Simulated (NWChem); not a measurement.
System: GeNH$_{2}$Cl$_{2}$F; SMILES [Ge]([Cl])([F])([Cl])[NH2]

The following NWChem deck was run.

```
start job
memory heap 200 mb stack 900 mb global 1100 mb
geometry units angstroms noautoz
  N      1.632461    -0.152055     1.217109
  Ge     0.323466     0.002185    -0.035085
  F      1.055246    -0.017912    -1.615409
  Cl    -0.984645    -1.694342     0.123716
  Cl    -0.812175     1.840279     0.014491
  H      2.056523     0.747791     1.472719
  H      1.291473    -0.617983     2.066390
end
basis spherical
  * library def2-svp
end
dft
  xc mn15
  grid xcoarse
  iterations 150
  mulliken
end
task dft gradient
```

Parts of the log:

```
             Northwest Computational Chemistry Package (NWChem) 7.3.0
             --------------------------------------------------------

 C1  symmetry detected

                             Geometry "geometry" -> ""
                             -------------------------

 Output coordinates in angstroms (scale by  1.889725989 to convert to a.u.)

  No.       Tag          Charge          X              Y              Z
 ---- ---------------- ---------- -------------- -------------- --------------
    1 N                    7.0000     1.49819403    -0.18854891     1.33238283
    2 Ge                  32.0000     0.27604187    -0.00446200    -0.00092276
    3 F                    9.0000     1.11795430     0.09538044    -1.52228556
    4 Cl                  17.0000    -0.97370101    -1.75132464    -0.03541400
    5 Cl                  17.0000    -0.93021932     1.78731553     0.07115394
    6 H                    1.0000     1.86814541     0.70835837     1.66940093
    7 H                    1.0000     1.11621332    -0.71600111     2.12643877

 Effective nuclear repulsion energy (a.u.)     598.8526154965

                                 NWChem DFT Module
                                 -----------------

 Summary of "ao basis" -> "ao basis" (spherical)
 ------------------------------------------------------------------------------
       Tag                 Description            Shells   Functions and Types
 ---------------- ------------------------------  ------  ---------------------
 N                          def2-svp                 6       14   3s2p1d
 Ge                         def2-svp                12       32   5s4p3d
 F                          def2-svp                 6       14   3s2p1d
 Cl                         def2-svp                 8       18   4s3p1d
 H                          def2-svp                 3        5   2s1p

            General Information
            -------------------
          SCF calculation type: DFT
          Wavefunction type:  closed shell.
          No. of atoms     :     7
          No. of electrons :    84
           Alpha electrons :    42
            Beta electrons :    42
          Charge           :     0
          Spin multiplicity:     1
          Use of symmetry is: off; symmetry adaption is: off
          Maximum number of iterations: 150
          AO basis - number of functions:   106
                     number of shells:    46
          Convergence on energy requested:  1.00D-06
          Convergence on density requested:  1.00D-05
          Convergence on gradient requested:  5.00D-04

              XC Information
              --------------
                         MN15 Method XC Functional
                     Hartree-Fock (Exact) Exchange  0.440
                          MN15 Exchange Functional  1.000
                        MN15 Correlation Potential  1.000

             Grid Information
             ----------------
          Grid used for XC integration:  xcoarse
          Radial quadrature: Mura-Knowles
          Angular quadrature: Lebedev.
          Tag              B.-S. Rad. Rad. Pts. Rad. Cut. Ang. Pts.
          ---              ---------- --------- --------- ---------
          N                   0.65       21           8.0       194
          Ge                  1.25       75           7.0       194
          F                   0.50       21          10.0       194
          Cl                  1.00       42          10.0       194
          H                   0.35       21          10.0       194
          Grid pruning is: on
          Number of quadrature shells:   243
          Spatial weights used:  Erf1

      Superposition of Atomic Density Guess
      -------------------------------------

 Sum of atomic energies:       -3148.22577974

      Non-variational initial energy
      ------------------------------

 Total energy =   -3149.285652
 1-e energy   =   -5574.054006
 2-e energy   =    1825.915739
 HOMO         =      -0.362171
 LUMO         =      -0.006445

     ---------------------------------------------
      Total Density - Mulliken Population Analysis
     ---------------------------------------------

    Atom       Charge   Shell Charges
 -----------   ------   -------------------------------------------------------
    1 N    7     7.75   1.99  1.04  0.48  2.50  1.73  0.01
    2 Ge  32    30.27   2.00  2.00  2.00  0.84  0.06  6.00  5.98  0.73  0.44  8.15  1.81  0.27
    3 F    9     9.65   1.99  1.15  0.80  3.51  2.19  0.00
    4 Cl  17    17.41   2.00  1.99  1.22  0.73  5.94  2.14  3.38  0.01
    5 Cl  17    17.42   2.00  1.99  1.22  0.73  5.94  2.14  3.39  0.01
    6 H    1     0.75   0.59  0.12  0.04
    7 H    1     0.75   0.58  0.12  0.04

   convergence    iter        energy       DeltaE   RMS-Dens  Diis-err
 ---------------- ----- ----------------- --------- --------- ---------
 d= 0,ls=0.0,diis     1  -3152.4438756592 -3.75D+03  1.40D-02  1.83D+00
 d= 0,ls=0.0,diis     2  -3152.4478942150 -4.02D-03  8.31D-03  1.34D+00
 d= 0,ls=0.0,diis     3  -3152.5585526978 -1.11D-01  2.01D-03  2.35D-01
 d= 0,ls=0.0,diis     4  -3152.5754331500 -1.69D-02  6.07D-04  7.50D-03
 d= 0,ls=0.0,diis     5  -3152.5761870187 -7.54D-04  1.53D-04  4.91D-04
  Resetting Diis
 d= 0,ls=0.0,diis     6  -3152.5762353861 -4.84D-05  3.55D-05  5.43D-05
 d= 0,ls=0.0,diis     7  -3152.5762392511 -3.86D-06  2.13D-05  2.01D-06
 d= 0,ls=0.0,diis     8  -3152.5762392252  2.59D-08  1.03D-05  2.61D-06
 d= 0,ls=0.0,diis     9  -3152.5762395193 -2.94D-07  1.89D-06  5.09D-08

         Total DFT energy =    -3152.576239519329
      One electron energy =    -5572.777498262690
           Coulomb energy =     1975.009478430428
    Exchange-Corr. energy =     -153.660835183602
 Nuclear repulsion energy =      598.852615496535

 Numeric. integr. density =       83.999876332363

                       DFT Final Molecular Orbital Analysis
                       ------------------------------------

 Vector   40  Occ=2.000000D+00  E=-3.776708D-01
              MO Center= -8.5D-01, -1.3D-01,  2.2D-02, r^2= 4.2D+00
   Bfn.  Coefficient  Atom+Function         Bfn.  Coefficient  Atom+Function
  ----- ------------  ---------------      ----- ------------  ---------------
    73      0.445178  4 Cl pz                91     -0.413127  5 Cl pz
    70      0.348952  4 Cl pz                88     -0.325571  5 Cl pz
    67      0.198980  4 Cl pz                85     -0.185642  5 Cl pz
    72     -0.089773  4 Cl py                51      0.088164  3 F  py
    71      0.081083  4 Cl px                90     -0.076998  5 Cl py

 Vector   41  Occ=2.000000D+00  E=-3.700585D-01
              MO Center= -8.8D-01,  1.8D-01,  1.4D-02, r^2= 4.3D+00
   Bfn.  Coefficient  Atom+Function         Bfn.  Coefficient  Atom+Function
  ----- ------------  ---------------      ----- ------------  ---------------
    90      0.333218  5 Cl py                72      0.309870  4 Cl py
    89      0.300993  5 Cl px                71     -0.287041  4 Cl px
    87      0.263818  5 Cl py                69      0.246076  4 Cl py
    86      0.240633  5 Cl px                68     -0.231451  4 Cl px
    84      0.150218  5 Cl py                66      0.139863  4 Cl py

 Vector   42  Occ=2.000000D+00  E=-3.443289D-01
              MO Center=  1.0D+00,  5.5D-02,  1.0D+00, r^2= 2.9D+00
   Bfn.  Coefficient  Atom+Function         Bfn.  Coefficient  Atom+Function
  ----- ------------  ---------------      ----- ------------  ---------------
     4      0.421431  1 N  px                 7     -0.331824  1 N  px
     5     -0.268313  1 N  py                 8      0.212993  1 N  py
    91     -0.213940  5 Cl pz                89     -0.172608  5 Cl px
    88     -0.165111  5 Cl pz                 6     -0.133664  1 N  pz
    86     -0.132111  5 Cl px                 2     -0.125015  1 N  s

 Vector   43  Occ=0.000000D+00  E=-1.305803D-02
              MO Center= -1.5D-01,  4.8D-02,  8.7D-02, r^2= 3.7D+00
   Bfn.  Coefficient  Atom+Function         Bfn.  Coefficient  Atom+Function
  ----- ------------  ---------------      ----- ------------  ---------------
    18      0.842352  2 Ge s                 19      0.602011  2 Ge s
    17     -0.443513  2 Ge s                 90      0.396711  5 Cl py
     3     -0.382592  1 N  s                 72     -0.384104  4 Cl py
    64     -0.237552  4 Cl s                 82     -0.236942  5 Cl s
    89     -0.217247  5 Cl px                71     -0.213708  4 Cl px

 Vector   44  Occ=0.000000D+00  E= 5.911705D-02
              MO Center=  5.2D-01,  2.8D-01,  2.8D-01, r^2= 3.8D+00
   Bfn.  Coefficient  Atom+Function         Bfn.  Coefficient  Atom+Function
  ----- ------------  ---------------      ----- ------------  ---------------
    29      0.588662  2 Ge px                 3     -0.520043  1 N  s
    30      0.497673  2 Ge py               103      0.470333  7 H  s
    31     -0.344825  2 Ge pz                26      0.338309  2 Ge px
    64      0.311335  4 Cl s                 27      0.280101  2 Ge py
    49     -0.280371  3 F  s                 72      0.280734  4 Cl py

[...]

                         DFT ENERGY GRADIENTS

    atom               coordinates                        gradient
                 x          y          z           x          y          z
   1 N       2.831176  -0.356306   2.517838    0.014823  -0.006514   0.003851
   2 Ge      0.521643  -0.008432  -0.001744   -0.005216   0.001087   0.002571
   3 F       2.112627   0.180243  -2.876703    0.008412   0.000767  -0.013740
   4 Cl     -1.840028  -3.309524  -0.066923   -0.007316  -0.011129   0.000054
   5 Cl     -1.757860   3.377537   0.134461   -0.007811   0.011814   0.000350
   6 H       3.530283   1.338603   3.154710    0.000827   0.006362   0.002157
   7 H       2.109337  -1.353046   4.018387   -0.003719  -0.002388   0.004756
```

Level: MN15/def2-SVP. All runs use the structure optimised with PBE-D3(BJ)/def2-SVP.
